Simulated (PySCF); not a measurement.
Cl2GaHSe.

```xyz
5

Ga     0.0018     0.4295     0.0000
Cl     1.8132     1.5564     0.0000
Cl    -1.8426     1.5082     0.0000
Se     0.0547    -1.8675     0.0000
H     -1.4166    -1.9192     0.0000
```

Geometry: PBE0-D3(BJ)/def2-SVP. The structure was generated by enumeration; whether it is a known compound was not checked. The values are those of a single conformer.

All values below come from PBE/pcSseg-1 (PySCF). Non-relativistic, no solvent.

**Question.** Give the absolute GIAO shielding of each atom: isotropic value and principal components (ppm). (The exact figures need the calculation; the answer reports its results.)

**Answer.** 
```tsv
atom	σ(iso)	σ11	σ22	σ33	span
Ga1	1228.2	1068.1	1188.5	1428.0	360.0
Cl2	771.5	569.9	770.4	974.2	404.4
Cl3	750.4	569.9	702.1	979.3	409.4
Se4	1902.4	1645.6	1872.5	2189.2	543.6
H5	29.7	19.5	26.4	43.0	23.5
```
